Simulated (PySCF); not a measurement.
## H₂PbO: from structure and modes to constants

Level of theory: PySCF, PBE0, basis Pb def2-TZVP with ECP60, O def2-TZVP, H def2-TZVP (scalar-relativistic core potentials, no spin–orbit coupling, density fitting).

The singlet minimum has C2v symmetry. Masses (u): Pb 207.97664, O 15.99492, H 1.00782.

```xyz
4
charge 0 multiplicity 1, angstrom
Pb    0.1256    0.0000    0.0000
O    -1.7753    0.0000    0.0000
H     1.1325    1.4542    0.0000
H     1.1325   -1.4542    0.0000
```

Harmonic wavenumbers (cm⁻¹): 312.9 (b2, ×1), 439.3 (b1, ×1), 585.3 (a1, ×1), 765.2 (a1, ×1), 1777.3 (b2, ×1), 1780.9 (a1, ×1).

**Question.** Find the principal moments of inertia and the rotational constants. What kind of rotor is it?

**Answer.** About the centre of mass I = 4.2626, 56.272, 60.535 u Å². With B = 16.8576/I this gives 3.955, 0.2996, 0.2785 cm⁻¹. The molecule is an asymmetric top with κ = -0.99.

**Question.** What is the harmonic zero-point energy?

**Answer.** Half the sum of all 6 wavenumbers, 5661/2 = 2830 cm⁻¹, which is 33.9 kJ/mol (1 cm⁻¹ = 0.0119627 kJ/mol).

**Question.** Give the standard entropy (298.15 K, 1 bar) by its translational, rotational, vibrational and spin parts, and Cp.

**Answer.** Sackur–Tetrode with M = 225.99 u gives 176.5; rotation with symmetry number 2 gives 82.6; vibration 12.1; spin R ln 1 = 0.0. The total is 271.2 J/(mol K), and Cp = 4 R + 20.3 = 53.6 J/(mol K).

This need not be the most stable arrangement of these atoms. With an element this heavy the missing spin–orbit coupling can shift these numbers.
